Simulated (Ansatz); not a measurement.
Start from `COCCF` and change one atom or group to get `CO[CH2][AlH][GaH2]`.

Ansatz, PBE0-D4/def2-TZVP geometries, multiplicity 1. Each molecule was computed in one conformer, which needn't be the lowest.

Scalar relativity is left out up to krypton.

```csv
property,`COCCF`
zero-point energy (PBE0-D4/def2-TZVP) / kJ/mol,266.5
LUMO energy (PBE/def2-TZVPP) / eV,0.66
HOMO energy (ωB97M-V/def2-TZVPP) / eV,-9.90
HOMO–LUMO gap (ωB97M-V/def2-TZVPP) / eV,12.88
HOMO–LUMO gap (PBE0/def2-TZVPP) / eV,9.00
LUMO energy (B3LYP/def2-TZVPP) / eV,1.14
```

Problem. What does the change do to each property? (Best estimate.)

Solution. The calculation gave: 
| property | `CO[CH2][AlH][GaH2]` | shift |
| --- | --- | --- |
| zero-point energy (PBE0-D4/def2-TZVP) / kJ/mol | 236.1 | -30.4 |
| LUMO energy (PBE/def2-TZVPP) / eV | -2.28 | -2.94 |
| HOMO energy (ωB97M-V/def2-TZVPP) / eV | -8.13 | 1.77 |
| HOMO–LUMO gap (ωB97M-V/def2-TZVPP) / eV | 8.22 | -4.66 |
| HOMO–LUMO gap (PBE0/def2-TZVPP) / eV | 4.64 | -4.36 |
| LUMO energy (B3LYP/def2-TZVPP) / eV | -1.71 | -2.85 |

With PBE0 the HOMO rises by 1.31 eV and the LUMO falls by 3.04 eV, so the gap narrows by about 4.35 eV. PBE moves the HOMO by 0.69 eV and ωB97M-V by 1.77 eV. The zero-point energy changes by -30.4 kJ/mol with +3 modes.

B3LYP here is the variant with VWN-RPA as its local correlation; programs differ in this.
